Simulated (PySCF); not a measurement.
An element was calculated at UHF (PySCF 2.14, spin-free X2C, a triple-zeta basis, no spin-orbit coupling), in the ground configurations that NIST lists.

| Property | Result |
| --- | --- |
| first ionisation energy | 6.551 eV |
| second ionisation energy | 16.060 eV |
| third ionisation energy | 24.943 eV |

Problem. Which element is it?

Solution. Osmium (Os, Z = 76), in x2c-TZVPPall. NIST lists 8.438, 17 ± 1, 25 ± 1.6 eV for these ionisation energies.
